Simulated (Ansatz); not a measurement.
Two isomers of C2H9BSn: A = `B[CH2][SnH2][CH3]`, B = `CC[BH][SnH3]`.

Calculated with Ansatz (gas phase, PBE0-D4/def2-TZVP geometries, no zero-point term in ΔE). CCSD(T)/CBS adds triple-zeta CCSD(T) − MP2 to the extrapolated MP2 energy (def2 sets, frozen cores). DFT in def2-TZVPP. B3LYP here is the variant with VWN-RPA as its local correlation; programs differ in this. def2 core potentials past Kr. For Sn outer-core shells are correlated without core-valence functions, which leaves a few kJ/mol of doubt a bond. One conformer a species, not always the lowest.

A:

Z-matrix (Å, degrees):
```
Sn
C 1 2.213
B 1 2.765 2 33.0
C 1 2.136 2 106.9 3 112.9
H 1 1.709 2 106.2 3 -127.1
H 1 1.710 2 112.2 3 -8.2
H 2 1.089 1 104.0 3 121.8
H 2 1.090 1 102.2 3 -121.2
H 3 1.201 1 104.3 2 117.5
H 3 1.200 1 107.5 2 -115.7
H 4 1.090 1 110.3 2 179.9
H 4 1.090 1 109.3 2 -60.3
H 4 1.090 1 109.9 2 59.5
```

B:

Z-matrix (Å, degrees):
```
C
C 1 1.524
H 1 1.093 2 110.8
H 1 1.093 2 112.0 3 119.9
H 1 1.092 2 111.1 3 -119.2
B 2 1.546 1 118.5 3 70.1
H 2 1.095 1 111.8 3 -64.5
H 2 1.112 1 109.6 3 -178.0
Sn 6 2.254 2 122.3 1 -162.9
H 6 1.200 2 119.8 1 21.3
H 9 1.714 6 112.9 2 -2.7
H 9 1.712 6 112.6 2 -124.2
H 9 1.713 6 110.8 2 116.9
```

**Question.** Which is lower in electronic energy at CCSD(T)/CBS, and by how much? (An estimate is asked.)

**Answer.** The calculation gave: A, by 62.8 kJ/mol.

**Question.** Give E(B) − E(A) in kJ/mol with B3LYP, MP2/def2-TZVPP, CCSD/def2-TZVPP, r2SCAN-D4, B3LYP-D4, ωB97M-V, HF/def2-TZVPP. (An estimate is asked.)

**Answer.** The calculation gave: B3LYP 48.9, MP2/def2-TZVPP 69.0, CCSD/def2-TZVPP 53.6, r2SCAN-D4 53.5, B3LYP-D4 51.8, ωB97M-V 54.1, HF/def2-TZVPP 39.8. None reverses the order clearly.

Largest T1 diagnostic: 0.012.

In def2-TZVPP, CCSD(T) changes the Hartree–Fock value by +18.1 kJ/mol (the triples alone add +4.3 kJ/mol) and MP2 by +29.1 kJ/mol.
